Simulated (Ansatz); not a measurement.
`[SiH3][SiH]1[SiH2]S1` + H₂O → `O[SiH]1[SiH2]S1` + SiH₄ at 400 K and 1 bar (formal hydrolysis of the Si–Si bond).

Gas-phase electronic energies from Ansatz, PBE0-D4/def2-TZVP geometries. CBS: MP2 limit from def2 TZ/QZ plus the TZ coupled-cluster correction, frozen cores. This one scheme is used for every species. One conformer a species, not always the lowest.

| species | CCSD(T)/CBS energy (Eh) | H − E (kJ/mol) | S (J/(mol·K)) |
| --- | --- | --- | --- |
| `[SiH3][SiH]1[SiH2]S1` | -1268.63937 | 174.9 | 397.7 |
| H₂O | -76.37941 | 69.8 | 198.6 |
| `O[SiH]1[SiH2]S1` | -1053.58572 | 141.1 | 355.3 |
| SiH₄ | -291.46306 | 96.9 | 218.6 |

H − E and S are ideal-gas, rigid-rotor, harmonic terms from PBE0-D4/def2-TZVP, for one conformer and one mirror image of each species. 1 Eh = 2625.50 kJ/mol, R = 8.31446 J/(mol·K).

Q: By hand: ΔE, ΔH, ΔS and ΔG.

A: ΔE = (-1053.58572) + (-291.46306) − (-1268.63937) − (-76.37941) = -0.03000 Eh = -78.8 kJ/mol. Δ(H − E) = 141.1 + 96.9 − 174.9 − 69.8 = -6.7, so ΔH = -85.5 kJ/mol. ΔS = 355.3 + 218.6 − 397.7 − 198.6 = -22.4 J/(mol·K). ΔG = -85.5 − 400 × (-22.4)/1000 = -76.5 kJ/mol.

Q: By hand: the equilibrium constant, and the temperature at which ΔG would vanish if ΔH and ΔS stayed fixed.

A: log₁₀ K = −ΔG/(RT ln 10) = 10.0. ΔG = 0 at ΔH/ΔS = 3817 K, far beyond where these terms or the molecules hold.

ΔH outweighs TΔS. A doubt of 5 kJ/mol in ΔE shifts log₁₀ K by 0.7 here. Other conformers and mirror images would add mixing entropy, several J/(mol·K) or more a flexible species. These are equilibria of isolated gas molecules and say nothing of rates. Largest T1 diagnostic: 0.014 (customary marks: 0.02 for closed shells, 0.045 for open ones).
